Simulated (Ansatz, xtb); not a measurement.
Relaxing a trial structure of C2H5MgO

The starting geometry of this gas-phase doublet was built from a drawn formula by distance geometry and a force field; its bonds are those of `[CH2][C@H](O)[MgH]`.

```yaml
atoms:
  - { symbol: C, position_ang: [-0.2433, 0.7454, -0.8218] }
  - { symbol: C, position_ang: [-0.7434, 1.4113, 0.4431] }
  - { symbol: Mg, position_ang: [-2.5538, 0.4260, 1.1277] }
  - { symbol: O, position_ang: [0.2803, 1.3046, 1.4690] }
  - { symbol: H, position_ang: [-0.0825, -0.3366, -0.6642] }
  - { symbol: H, position_ang: [0.7534, 1.2482, -1.1782] }
  - { symbol: H, position_ang: [-0.9222, 2.4795, 0.2530] }
  - { symbol: H, position_ang: [-0.2699, 1.3095, 2.2624] }
  - { symbol: H, position_ang: [-4.0318, -0.3786, 1.6157] }
```

Question: Where would you expect an optimisation with r2SCAN-D4/def2-SVP to take it?

Answer: New bonds form, giving a structure given below by its coordinates. Distances that change by over a tenth: C2–Mg3 (2.17 → 2.57 Å). Contacts that close: C1–Mg3 (3.04 → 2.18 Å), Mg3–O4 (2.99 → 2.09 Å).

The energy falls by 1.89 eV over 24 steps:

```
step  E − E(last) (eV)
   1             1.895
   4             1.108
   6             0.767
   9             0.426
  11             0.297
  14             0.213
  16             0.143
  19             0.035
  21             0.005
  24             0.000
```

Final geometry (Å):

```json
{"atom": "C", "x (Å)": "-0.4782", "y (Å)": "0.6613", "z (Å)": "-0.5517"}
{"atom": "C", "x (Å)": "-0.0470", "y (Å)": "1.5624", "z (Å)": "0.5031"}
{"atom": "Mg", "x (Å)": "-2.1816", "y (Å)": "0.1433", "z (Å)": "0.7138"}
{"atom": "O", "x (Å)": "-0.6981", "y (Å)": "1.1840", "z (Å)": "1.7470"}
{"atom": "H", "x (Å)": "0.1048", "y (Å)": "-0.2817", "z (Å)": "-0.6007"}
{"atom": "H", "x (Å)": "-0.4983", "y (Å)": "1.1200", "z (Å)": "-1.5496"}
{"atom": "H", "x (Å)": "-0.0253", "y (Å)": "2.6550", "z (Å)": "0.3778"}
{"atom": "H", "x (Å)": "-0.3468", "y (Å)": "1.6519", "z (Å)": "2.5172"}
{"atom": "H", "x (Å)": "-3.6427", "y (Å)": "-0.4868", "z (Å)": "1.3497"}
```

From the same start GFN2-xTB ends elsewhere, differing in C1–Mg3 (3.29 against 2.18 Å here).

The end wasn't checked by frequencies. Open shells are spin-unrestricted. Run with Ansatz 0.2.0, 100 s on 2 threads of Arm Neoverse V2 (shared host).
